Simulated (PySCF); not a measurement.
## The second ionisation energy along the second row

Calculated with PySCF 2.14 from differences of total energies of unrestricted determinants, without spin-orbit coupling. Values in eV. The last column holds reference values (NIST; (s) semi-empirical, (t) theoretical, else measured). Unmarked ones compare directly (S terms, centres of terms, or small fine structure); those marked * lie between the lowest fine-structure levels and include a spin-orbit shift.

| element | configurations | UHF | PBE0 | MP2 (valence) | SCS-MP2 (valence) | CCSD (valence) | CCSD(T) (valence) | reference |
| --- | --- | --- | --- | --- | --- | --- | --- | --- |
| Be (dyall-av3z, spin-free X2C) | [He] 2s1 → 1s2 | 18.130 | 18.460 | n/a | n/a | n/a | n/a | 18.211 |
| B (dyall-av3z, spin-free X2C) | [He] 2s2 → [He] 2s1 | 23.449 | 24.568 | 24.474 | 24.679 | 25.109 | 25.109 | 25.155 |
| N (dyall-av3z, spin-free X2C) | [He] 2s2 2p2 → [He] 2s2 2p1 | 29.203 | 29.909 | 29.623 | 29.483 | 29.468 | 29.484 | 29.601 (s) * |
| O (dyall-av3z, spin-free X2C) | [He] 2s2 2p3 → [He] 2s2 2p2 | 34.569 | 35.307 | 35.204 | 34.944 | 35.025 | 35.035 | 35.121 * |
| F (dyall-av3z, spin-free X2C) | [He] 2s2 2p4 → [He] 2s2 2p3 | 33.376 | 35.242 | 34.634 | 34.743 | 34.671 | 34.700 | 34.950 |
| Ne (dyall-av3z, spin-free X2C) | [He] 2s2 2p5 → [He] 2s2 2p4 | 39.254 | 40.993 | 40.777 | 40.774 | 40.706 | 40.741 | 40.963 * |

Q: Fill in the row of C (dyall-av3z, spin-free X2C) ([He] 2s2 2p1 → [He] 2s2).

A: UHF 24.167; PBE0 24.834; MP2 (valence) 24.380; SCS-MP2 (valence) 24.337; CCSD (valence) 24.214; CCSD(T) (valence) 24.247; reference 24.378 (eV).

"Valence" correlates the outer s and p shells and, in groups 3 to 12 and the f block, the outer d or f shell, open or full, or the next shell where the ion has no valence electron left; the wider scheme adds the next inner shell.
